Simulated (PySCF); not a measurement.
Vertical excitations of a molecule Cl2H5NSi2 from TDA-B3LYP/def2-SVPD in PySCF, as energy in eV (oscillator strength): 6.44 (0.015), 6.60 (0.002), 7.03 (0.043), 7.48 (0.051), 7.60 (0.015), 7.66 (0.010), 7.73 (0.044), 7.79 (0.014), 7.84 (0.019), 7.91 (0.020). Lowest triplet (TDA): 6.08 eV. Geometry optimised at PBE-D3(BJ)/def2-SVP. The values are those of a single conformer.

Identify the compound among the candidates.
(A) N[Si@@H](Cl)[SiH2]Cl
(B) N[SiH2][SiH](Cl)Cl
(C) [SiH3]N[SiH](Cl)Cl
(D) N[Si]([SiH3])(Cl)Cl

C, [SiH3]N[SiH](Cl)Cl
